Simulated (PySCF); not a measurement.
**A small calculation by hand: entropy of an ideal gas**

H₄MoN₂O₂, SMILES [NH]=[Mo](=[NH])([OH])[OH], multiplicity 1.

Geometry: PBE-D3(BJ)/def2-SVP. The multiplicity is an assumed one; other spin states were not compared. The def2 effective core potentials stand for the cores of Mo; spin–orbit coupling is left out. Other conformers were not sampled.

PBE-D3(BJ)/def2-SVP in PySCF 2.14.0 gives the harmonic wavenumbers 187, 227, 232, 245, 265, 277, 323, 394, 530, 571, 652, 662, 678, 728, 737, 967, 984, 3516, 3518, 3733, 3736 cm⁻¹ and the rotational temperatures 0.1731, 0.1544, 0.1503 K. The molar mass is 159.99 g/mol, the symmetry number 2, the spin multiplicity 1.

### Question
Work out the entropy at 298.15 K and 1 atm in the rigid-rotor, harmonic-oscillator model.

### Answer

Translation (Sackur–Tetrode at 1 atm): S = R[1.5 ln M + 2.5 ln T − 1.16487] = 172.0 J/(mol K).
Rotation: q = (√π/σ) T^1.5/√(θA θB θC) = 72000, S = R[ln q + 3/2] = 105.5 J/(mol K).
Vibration: with u = 1.4388 ν/T, each mode gives R[u/(e^u − 1) − ln(1 − e^−u)]:
```
ν (cm⁻¹)  modes     u  S (J/(mol K))
--------  -----  ----  -------------
187           1  0.90           9.44
227           1  1.10           7.96
232           1  1.12           7.80
245           1  1.18           7.39
265           1  1.28           6.81
277           1  1.34           6.49
323           1  1.56           5.42
394           1  1.90           4.12
530           1  2.56           2.46
571           1  2.76           2.10
652           1  3.15           1.54
662           1  3.19           1.48
678           1  3.27           1.39
728           1  3.51           1.15
737           1  3.56           1.11
967           1  4.67           0.45
984           1  4.75           0.42
```
The stiffer modes add less than 0.005 each. Sum 67.5 J/(mol K).
Spin: R ln 1 = 0.0 J/(mol K).
Total 345.0 J/(mol K); the program's own thermochemistry gives 345.1. Translation makes up 50 % and vibration 20 %. Anharmonicity, hindered rotation and orbital degeneracy are left out.
